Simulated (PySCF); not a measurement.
Input and output of an EPR job on `COC1=COC=[C]C1` [radical].

Method: UKS B3LYP, pcH-1 on C H O, non-relativistic, mean-field spin-orbit, GIAO (PySCF 2.14.0).

Input of the driver that calls PySCF (job settings, then Cartesian coordinates in Å):

```
{"job": {"kind": "epr", "basis": "pcH-1"}, "charge": 0, "multiplicity": 2}
C      2.4269     0.2823    -0.0190
O      1.3393    -0.0618     0.8042
C      0.0891    -0.0577     0.2549
C     -0.2170     0.2422    -1.0053
O     -1.4789     0.2400    -1.5383
C     -2.4954    -0.1105    -0.6565
C     -2.2505    -0.4122     0.5859
C     -0.9658    -0.4517     1.2875
H      3.3101     0.2136     0.6137
H      2.3301     1.3029    -0.4024
H      2.5255    -0.4103    -0.8608
H      0.5065     0.5235    -1.7544
H     -3.4569    -0.0918    -1.1406
H     -0.9305     0.2493     2.1296
H     -0.7370    -1.4496     1.6795
```

The driver printed:

```
UKS, coarse grid
  cycle   1  E = -383.08896328  |g| = 4.88e-01
  cycle   2  E = -382.97826543  |g| = 7.55e-01
  cycle   3  E = -383.16948311  |g| = 1.09e-01
  cycle   4  E = -383.17323549  |g| = 5.65e-02
  cycle   5  E = -383.17462736  |g| = 2.21e-02
  cycle   6  E = -383.17485378  |g| = 7.50e-03
  cycle   7  E = -383.17488867  |g| = 3.59e-03
  cycle   8  E = -383.17489952  |g| = 1.63e-03
  cycle   9  E = -383.17490615  |g| = 5.24e-04
UKS, final grid
  cycle   1  E = -383.17483656  |g| = 4.09e-04
  cycle   2  E = -383.17483676  |g| = 4.61e-04
  cycle   3  E = -383.17483688  |g| = 1.71e-04
  cycle   4  E = -383.17483694  |g| = 1.81e-04
  cycle   5  E = -383.17483698  |g| = 5.83e-05
  cycle   6  E = -383.17483699  |g| = 1.44e-05
E = -383.17483699 Eh   <S^2> = 0.7588 (exact 0.7500)
g shifts (ppm)      1          2          3
  rmc          -172       -172       -172
  gc             43          8         -9
  oz_so       -1302        113       1048
  total       -1432        -51        867
hyperfine (MHz)  atom isotope    a_iso     a_fc   dipolar eigenvalues
    0   13C       3.48       3.48     -0.81     -0.71      1.52
    1   17O     -18.51     -18.51     -2.39      1.14      1.25
    2   13C      64.55      64.55     -5.90     -5.02     10.92
    3   13C      -4.43      -4.43     -1.78     -0.05      1.84
    4   17O     -12.01     -12.01    -27.58     10.64     16.94
    5   13C      50.46      50.46    -18.09      1.55     16.54
    6   13C     392.53     392.53    -78.76    -57.32    136.08
    7   13C      14.96      14.96     -6.10     -4.93     11.03
    8    1H       0.30       0.30     -0.75     -0.41      1.16
    9    1H      -0.47      -0.47     -0.86     -0.44      1.31
   10    1H      -0.46      -0.46     -0.86     -0.44      1.30
   11    1H       9.08       9.08     -1.67     -0.78      2.45
   12    1H      44.71      44.71     -6.18     -4.42     10.60
   13    1H      19.36      19.36     -6.68     -5.02     11.70
   14    1H      19.46      19.46     -6.68     -5.02     11.70
```

Atoms in this output count from 0. The g shifts stand along the tensor's principal axes 1 to 3: rmc is the relativistic mass correction, gc the gauge correction, oz_so the orbital-Zeeman/spin–orbit term. a_fc is the Fermi-contact part of a_iso, which also holds a spin–orbit part where one was computed. The run used 270 basis functions and 15 SCF iterations in all.

On one thread, Arm Neoverse V1 (aarch64), no GPU (shared host), this took 89 s wall (with the writing of density and orbital grids) and 0.97 GiB of memory at its peak.

**Question.** Where does the spin sit (Mulliken spin populations, atoms from 0)?

**Answer.** 6 C +1.01, 5 C -0.11, 4 O +0.05, 2 C +0.05, 7 C -0.03, 12 H +0.02, 14 H +0.01, 13 H +0.01. Over all atoms they add up to 1.

The structure is a single GFN2-xTB conformer in the gas phase; no vibrational or solvent corrections. GFN2-xTB frequencies show an imaginary mode (46i cm⁻¹), so this geometry is no minimum at that level.
Labels such as C1 count atoms from 1, the log's own numbers from 0.
